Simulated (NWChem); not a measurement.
Everything below was run with NWChem. System: H$_{4}$FNOSi, charge 0, spin multiplicity 1, at a geometry optimised with B3LYP/def2-SVP. The structure started from a generated list of species. Level: PBE/def2-SVPD.

Part of the output:

```
             Northwest Computational Chemistry Package (NWChem) 7.3.0
             --------------------------------------------------------

                                NWChem Input Module
                                -------------------

 Scaling coordinates for geometry "geometry" by  1.889725989
 (inverse scale =  0.529177249)

                             Geometry "geometry" -> ""
                             -------------------------

 Output coordinates in angstroms (scale by  1.889725989 to convert to a.u.)

  No.       Tag          Charge          X              Y              Z
 ---- ---------------- ---------- -------------- -------------- --------------
    1 N                    7.0000     1.54848300    -0.17227100    -0.46645900
    2 Si                  14.0000     0.04742200    -0.09195600     0.32567700
    3 O                    8.0000    -0.99951900    -1.07447600    -0.49946900
    4 F                    9.0000    -0.65295200     1.38600600     0.32281900
    5 H                    1.0000     1.63562100    -0.17624400    -1.47699400
    6 H                    1.0000     2.42290600     0.03060600     0.00396100
    7 H                    1.0000     0.23874400    -0.42633600     1.75389500
    8 H                    1.0000    -1.92782800    -0.81300100    -0.48474200

 Effective nuclear repulsion energy (a.u.)     184.9361718457

            Nuclear Dipole moment (a.u.)
            ----------------------------
        X                 Y               Z
 ---------------- ---------------- ----------------
     0.0000226767    -0.0000188973     0.0000075589


 Summary of "ao basis" -> "" (spherical)
 ------------------------------------------------------------------------------
       Tag                 Description            Shells   Functions and Types
 ---------------- ------------------------------  ------  ---------------------
 *                         def2-svpd                  on all atoms

  pbe96 is a nonlocal functional; adding pw91lda local functional.

                                 NWChem DFT Module
                                 -----------------

 Summary of "ao basis" -> "ao basis" (spherical)
 ------------------------------------------------------------------------------
       Tag                 Description            Shells   Functions and Types
 ---------------- ------------------------------  ------  ---------------------
 N                         def2-svpd                 8       20   4s2p2d
 Si                        def2-svpd                10       24   5s3p2d
 O                         def2-svpd                 9       23   4s3p2d
 F                         def2-svpd                 9       23   4s3p2d
 H                         def2-svpd                 4        8   2s2p

 Summary of "ao basis" -> "ao basis" (spherical)
 ------------------------------------------------------------------------------
       Tag                 Description            Shells   Functions and Types
 ---------------- ------------------------------  ------  ---------------------
 N                         def2-svpd                 8       20   4s2p2d
 Si                        def2-svpd                10       24   5s3p2d
 O                         def2-svpd                 9       23   4s3p2d
 F                         def2-svpd                 9       23   4s3p2d
 H                         def2-svpd                 4        8   2s2p

            General Information
            -------------------
          SCF calculation type: DFT
          Wavefunction type:  closed shell.
          No. of atoms     :     8
          No. of electrons :    42
           Alpha electrons :    21
            Beta electrons :    21
          Charge           :     0
          Spin multiplicity:     1
          Use of symmetry is: off; symmetry adaption is: off
          Maximum number of iterations: 100
          AO basis - number of functions:   122
                     number of shells:    52
          Convergence on energy requested:  1.00D-06
          Convergence on density requested:  1.00D-05
          Convergence on gradient requested:  5.00D-04

              XC Information
              --------------
[...]
          CD Gaussian exp screening on grid/accCDfunc:  20
          XC Gaussian exp screening on grid/accXCfunc:  20
          Schwarz screening/accCoul:  1.00D-08

      Superposition of Atomic Density Guess
      -------------------------------------

 Sum of atomic energies:        -518.97203480

      Non-variational initial energy
      ------------------------------

 Total energy =    -520.274006
 1-e energy   =   -1085.485888
 2-e energy   =     380.275711
 HOMO         =      -0.437223
 LUMO         =      -0.371001

------------------------------------------------------------
EAF file 0: "./mol.aoints.0" size=524288 bytes
------------------------------------------------------------
               write      read    awrite     aread      wait
               -----      ----    ------     -----      ----
     calls:        1         0         0         0         0
   data(b): 5.24e+05  0.00e+00  0.00e+00  0.00e+00
   time(s): 0.00e+00  0.00e+00  0.00e+00  0.00e+00  0.00e+00
rate(mb/s): 0.00e+00  0.00e+00
------------------------------------------------------------

   convergence    iter        energy       DeltaE   RMS-Dens  Diis-err    time
 ---------------- ----- ----------------- --------- --------- ---------  ------
 d= 0,ls=0.0,diis     1   -519.0090120970 -7.04D+02  4.40D+01  3.92D+00     4.8
 d= 0,ls=0.0,diis     2   -511.1739010484  7.84D+00  4.69D-02  6.19D+01     6.1
 d= 0,ls=0.0,diis     3   -520.6921279880 -9.52D+00  1.23D-02  4.53D+00     7.5
 d= 0,ls=0.0,diis     4   -521.0910041637 -3.99D-01  6.35D-03  1.16D+00     8.9
 d= 0,ls=0.0,diis     5   -521.1882564396 -9.73D-02  3.99D-03  2.79D-01    10.3
  Resetting Diis
 d= 0,ls=0.0,diis     6   -521.2133888373 -2.51D-02  2.01D-03  8.61D-02    11.8
 d= 0,ls=0.0,diis     7   -521.2199058612 -6.52D-03  1.63D-03  1.14D-02    13.2
 d= 0,ls=0.0,diis     8   -521.2172229030  2.68D-03  9.67D-04  4.02D-02    14.5
 d= 0,ls=0.0,diis     9   -521.2212005695 -3.98D-03  1.39D-04  3.25D-04    15.8
 d= 0,ls=0.0,diis    10   -521.2212361302 -3.56D-05  3.78D-05  5.18D-05    17.1
 d= 0,ls=0.0,diis    11   -521.2212410503 -4.92D-06  1.19D-05  2.54D-06    18.4
 d= 0,ls=0.0,diis    12   -521.2212413265 -2.76D-07  1.80D-06  5.29D-08    19.7

         Total DFT energy =     -521.221241326452
      One electron energy =    -1088.712145514447
           Coulomb energy =      430.570182756207
    Exchange-Corr. energy =      -48.015450413957
 Nuclear repulsion energy =      184.936171845746

 Numeric. integr. density =       42.000001317789

     Total iterative time =     18.9s

                       DFT Final Molecular Orbital Analysis
                       ------------------------------------

 Vector   19  Occ=2.000000D+00  E=-3.108999D-01
              MO Center= -6.9D-01, -4.1D-01, -1.9D-02, r^2= 2.6D+00
   Bfn.  Coefficient  Atom+Function         Bfn.  Coefficient  Atom+Function
  ----- ------------  ---------------      ----- ------------  ---------------
    50      0.470271  3 O  py                53      0.300457  3 O  py
    74     -0.292295  4 F  pz                77      0.195591  4 F  pz
   107     -0.173480  7 H  s                 73     -0.151957  4 F  py
    31     -0.137376  2 Si pz                72     -0.130319  4 F  px
     4     -0.108975  1 N  s                 47     -0.106163  3 O  s

 Vector   20  Occ=2.000000D+00  E=-2.848264D-01
              MO Center= -5.9D-01, -7.6D-01,  2.5D-03, r^2= 2.3D+00
   Bfn.  Coefficient  Atom+Function         Bfn.  Coefficient  Atom+Function
  ----- ------------  ---------------      ----- ------------  ---------------
    51      0.472804  3 O  pz                54      0.325109  3 O  pz
   107     -0.242844  7 H  s                 50     -0.233735  3 O  py
    53     -0.160547  3 O  py                24     -0.115655  2 Si s
     5      0.107701  1 N  px                31     -0.096122  2 Si pz
    37     -0.094746  2 Si d  0              34     -0.092461  2 Si pz

 Vector   21  Occ=2.000000D+00  E=-2.439836D-01
              MO Center=  1.4D+00, -1.6D-01, -3.8D-01, r^2= 1.5D+00
   Bfn.  Coefficient  Atom+Function         Bfn.  Coefficient  Atom+Function
  ----- ------------  ---------------      ----- ------------  ---------------
     6      0.553056  1 N  py                 9     -0.382397  1 N  py
     4      0.180646  1 N  s                 72     -0.141607  4 F  px
    75      0.095863  4 F  px                24     -0.091601  2 Si s
    35     -0.078876  2 Si d -2              71     -0.075258  4 F  s
    40     -0.074157  2 Si d -2              30     -0.072462  2 Si py

 Vector   22  Occ=0.000000D+00  E=-1.643543D-02
              MO Center= -9.3D-01, -3.8D-01, -4.3D-01, r^2= 7.8D+00
   Bfn.  Coefficient  Atom+Function         Bfn.  Coefficient  Atom+Function
  ----- ------------  ---------------      ----- ------------  ---------------
    25      1.671947  2 Si s                  4      1.100597  1 N  s
    71     -0.723688  4 F  s                 92     -0.644817  5 H  s
    55     -0.607051  3 O  px                32     -0.448617  2 Si px
    34     -0.392860  2 Si pz                98     -0.287195  5 H  pz
    57     -0.284182  3 O  pz               116     -0.257866  8 H  s

 Vector   23  Occ=0.000000D+00  E=-1.955262D-03
              MO Center=  1.1D+00, -6.0D-02,  4.4D-02, r^2= 7.5D+00
   Bfn.  Coefficient  Atom+Function         Bfn.  Coefficient  Atom+Function
  ----- ------------  ---------------      ----- ------------  ---------------
     4      3.815220  1 N  s                 24     -1.760272  2 Si s
   100     -1.600793  6 H  s                 48     -1.036864  3 O  s
    92     -1.002669  5 H  s                 25      0.961367  2 Si s
   104      0.619613  6 H  px                98     -0.478470  5 H  pz
    43     -0.474781  2 Si d  1              55      0.467395  3 O  px

 Vector   24  Occ=0.000000D+00  E= 2.725060D-02
              MO Center=  1.1D-01,  1.8D-01,  8.7D-01, r^2= 5.5D+00
   Bfn.  Coefficient  Atom+Function         Bfn.  Coefficient  Atom+Function
  ----- ------------  ---------------      ----- ------------  ---------------
     4      2.944437  1 N  s                 25     -1.393925  2 Si s
    24     -1.187636  2 Si s                 48      1.165209  3 O  s
   100     -0.976920  6 H  s                 92     -0.686962  5 H  s
    34      0.611009  2 Si pz                71      0.599769  4 F  s
    41     -0.573488  2 Si d -1              79     -0.415817  4 F  py

 center of mass
 --------------
 x =  -0.06984678 y =   0.06450289 z =   0.01208871

 moments of inertia (a.u.)
 ------------------
         263.966855569637           8.961970606442          24.082949032142
           8.961970606442         312.612852553531         -61.637086216526
          24.082949032142         -61.637086216526         451.473556596026

     Multipole analysis of the density
     ---------------------------------

     L   x y z        total         alpha         beta         nuclear
     -   - - -        -----         -----         ----         -------
     0   0 0 0     -0.000000    -21.000000    -21.000000     42.000000

     1   1 0 0      0.334043      0.167010      0.167010      0.000023
     1   0 1 0     -0.093488     -0.046734     -0.046734     -0.000019
     1   0 0 1     -0.123054     -0.061531     -0.061531      0.000008

     2   2 0 0    -17.238077    -81.762922    -81.762922    146.287767
     2   1 1 0      1.414914      1.118519      1.118519     -0.822125
     2   1 0 1     -0.294740      6.630723      6.630723    -13.556186
     2   0 2 0    -27.260647    -63.135914    -63.135914     99.011181
     2   0 1 1     -0.799359    -15.344960    -15.344960     29.890562
     2   0 0 2    -21.933271    -31.382978    -31.382978     40.832684

 Task  times  cpu:       19.7s     wall:       19.7s

 Total times  cpu:       19.7s     wall:       19.7s
```

**Question.** Write an NWChem input that would produce this output.

**Answer.** One answer among several that fit: 
```
start mol
memory heap 200 mb stack 900 mb global 1100 mb
geometry units angstroms nocenter noautoz noautosym
  N      1.548483    -0.172271    -0.466459
  Si     0.047422    -0.091956     0.325677
  O     -0.999519    -1.074476    -0.499469
  F     -0.652952     1.386006     0.322819
  H      1.635621    -0.176244    -1.476994
  H      2.422906     0.030606     0.003961
  H      0.238744    -0.426336     1.753895
  H     -1.927828    -0.813001    -0.484742
end
basis spherical
  * library def2-svpd
end
dft
  xc xpbe96 cpbe96
  semidirect memsize 60000000 filesize 0
  iterations 100
end
task dft energy
```
